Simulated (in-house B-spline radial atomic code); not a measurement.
**Removing one electron from Ru8+**

Closed shell [Ar] 3d10 4s2 4p6. Computed with a B-spline radial code for spherical atoms: Koopmans values of Dirac-Hartree-Fock plus a diagonal self-energy, in second order or with its direct term screened (direct RPA, with the hole-particle interaction, or full time-dependent Hartree-Fock), linearised in energy; no-pair Dirac-Coulomb Hamiltonian, finite nucleus. Shifts add to the Koopmans value (the ΔSCF shift is orbital relaxation alone); the final value takes TDHF screening with Breit and QED.

Command:
```bash
python run_mb.py task.json out
```
Settings (nuclear radius in fm, box in bohr, cutoff in hartree):
```
basis_form          2
Z                   44
core_configuration  [Ar] 3d10 4s2 4p6
rms_radius          4.4809
mass_number         102
speed_of_light      137.036
box_radius          8.273
lmax                7
intervals           61
virtual_cutoff      7744.0
```

Cost of the run: 24 s on 1 thread of Intel(R) Xeon(R) Platinum 8488C (shared host).

Energies in eV:

```json
{"subshell": "4p3/2", "Koopmans": "177.99", "ΔSCF shift": "-0.675", "second order": "?", "direct RPA": "?", "hole-particle": "?", "TDHF": "?", "Breit + QED": "?", "final": "?"}
{"subshell": "4p1/2", "Koopmans": "182.21", "ΔSCF shift": "-0.716", "second order": "0.687", "direct RPA": "0.693", "hole-particle": "0.540", "TDHF": "0.579", "Breit + QED": "-0.128", "final": "182.66"}
```

What does the self-energy do to 4p3/2?

It shifts the removal energy by 0.745 eV in second order, 0.701 with direct RPA, 0.586 with the hole-particle term and 0.632 with TDHF screening (quasi-particle weight 0.979); Breit and QED add -0.070 eV. The final value is 178.55 eV, against 178.41 ± 0.05 eV (NIST, semi-empirical).
